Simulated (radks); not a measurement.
Species: the tantalum ion Ta2+. Configuration: [Xe] 4f14 5d3 (the NIST ground configuration).

Method: Dirac Kohn-Sham, XLYP, spin-unpolarised, spherical densities, point nucleus; open shells fill j = l - 1/2 first; computed with a radial shooting solver on a logarithmic mesh with Libxc functionals.

Energy parts (eV):
part                       energy
total                  -425230.93
kinetic                 477492.40
electron-nucleus      -1059567.56
Hartree                 165520.88
exchange-correlation     -8676.65

Orbitals (lengths in bohr, moments of r in powers of bohr; <r^-3> diverges for s and p1/2):
orbital  occ.  eigenvalue (eV)  <r^-3>
1s1/2       2        -67306.15       -
2s1/2       2        -11568.61       -
2p1/2       2        -11055.94       -
2p3/2       4        -9785.077   15580
3s1/2       2        -2661.468       -
3p1/2       2        -2433.849       -
3p3/2       4        -2160.270    3503
3d3/2       4        -1776.324   604.3
3d5/2       6        -1716.741   516.4
4s1/2       2        -554.4459       -
4p1/2       2        -460.6621       -
4p3/2       4        -397.6324   807.2
4d3/2       4        -243.6485   121.4
4d5/2       6        -232.0726   101.6
5s1/2       2         -87.9571       -
5p1/2       2         -60.8252       -
5p3/2       4         -52.0651   109.8
4f5/2       6         -40.7881   17.77
4f7/2       8         -38.8056   16.92
6s1/2       0         -18.5420       -
5d3/2       3         -18.5253   7.408
5d5/2       0         -17.8437   6.007
6p1/2       0         -13.4284       -
6p3/2       0         -12.4700   12.45

The highest occupied level is 5d3/2 at -18.525 eV. The configuration is held as typed, so some empty levels lie below it. For comparison, the ionisation energy in NIST's Atomic Spectra Database is 23 eV (theoretical). In exact Kohn-Sham theory the highest level is minus the ionisation energy, but local and semilocal functionals leave it too shallow, through self-interaction and a potential that decays too fast; potentials with the right tail come closer.

Beside tabulated values, note that spin-unpolarised runs miss the spin-polarisation part of the exchange energy of open shells.
